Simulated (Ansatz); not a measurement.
A search over several starts for the lowest SCF solution of Ti3H2 at the given spin, in a small basis.

```yaml
crystal:
  periodic: [false, false, false]
  atoms:
    - {symbol: Ti, position_ang: [1.460616, 0.359516, 0.568815]}
    - {symbol: Ti, position_ang: [-0.721066, 1.410621, -0.267315]}
    - {symbol: Ti, position_ang: [-0.333836, -0.801968, -0.134103]}
    - {symbol: H, position_ang: [1.512802, -1.118839, -0.553256]}
    - {symbol: H, position_ang: [-1.918515, 0.150661, 0.385848]}
basis:
  gaussian: {orbitals: def2-SVP}
magnetization: {spin_polarized: true, initial_magnetization: 0}
hamiltonian: {xc: pbe0, dispersion: d4}
output: {orbitals: {seedname: orbitals}}
```

```sh
$ ansatz run in.yaml --threads 4 --pin off --events-out ev --progress --plain --max-ram 3916MiB
```

It prints (some lines left out):

```
Functional definition: PBE0
1154 factors; integrals over basis functions are off by at most 1.0e-3 eV
mean field evaluation 1: about -69321.9619 eV, gradient 7.5e1 eV
mean field evaluation 2: about -69230.9890 eV, gradient 1.2e2 eV
mean field evaluation 4: about -69216.8804 eV, gradient 1.7e2 eV
mean field evaluation 8: about -69345.2760 eV, gradient 2.9e-1 eV
mean field evaluation 16: about -69345.4449 eV, gradient 6.3e-1 eV
mean field evaluation 32: about -69345.9733 eV, gradient 2.7e-1 eV
mean field evaluation 64: about -69346.0662 eV, gradient 2.1e-1 eV
mean field evaluation 96: about -69304.4287 eV, gradient 9.5e1 eV
mean field evaluation 128: about -69299.5552 eV, gradient 8.3e1 eV
mean field evaluation 160: about -69299.5519 eV, gradient 8.3e1 eV
mean field evaluation 192: about -69298.3458 eV, gradient 9.5e1 eV
mean field evaluation 224: about -69314.3316 eV, gradient 8.6e1 eV
mean field evaluation 256: about -69303.5318 eV, gradient 7.3e1 eV
mean field evaluation 288: about -69309.4677 eV, gradient 8.2e1 eV
mean field evaluation 320: about -69345.8458 eV, gradient 5.7e-2 eV
mean field evaluation 352: about -69345.9480 eV, gradient 1.9e-6 eV
mean field evaluation 384: about -69346.0748 eV, gradient 1.1e-4 eV
mean field evaluation 416: about -69345.9664 eV, gradient 5.7e-1 eV
mean field evaluation 448: about -69345.9988 eV, gradient 3.4e-1 eV
mean field evaluation 480: about -69346.0562 eV, gradient 2.6e-1 eV
mean field evaluation 512: about -69346.0676 eV, gradient 4.0e-1 eV
mean field evaluation 544: about -69345.2479 eV, gradient 3.0e0 eV
mean field evaluation 576: about -69346.0517 eV, gradient 6.3e-1 eV
mean field -69346.07480973 eV, -2548.4212447999 hartree, gradient 2.2e-6 eV, S^2 2.679869; 19 other end points of the search recorded, 0 dependent functions left out
reference -69346.07484619 eV, -2548.4212461398 hartree; 34, 34 occupied and 69, 69 virtual orbitals, 1154 factors
Total energy: -69346.21091132 eV, -2548.4262464411 hartree
```

It took 2 min on 4 threads of Arm Neoverse V1 on a shared host, peak host memory 0.56 GiB.

Other converged states that the search met: 0.10 eV higher (⟨S²⟩ = 2.06), 0.13 eV higher (⟨S²⟩ = 2.21), 0.72 eV higher (⟨S²⟩ = 0.00).

The unrestricted singlet has broken spin symmetry (⟨S²⟩ up to 2.68). At PBE0-D4/def2-TZVP a triplet of charge 0 lies 0.41 eV below the unrestricted singlet, which stands at the restricted singlet's geometry. That triplet is doubtful there (⟨S²⟩ 4.26, where a pure state has 2.00). The structure comes from a short search, and lower isomers may exist.
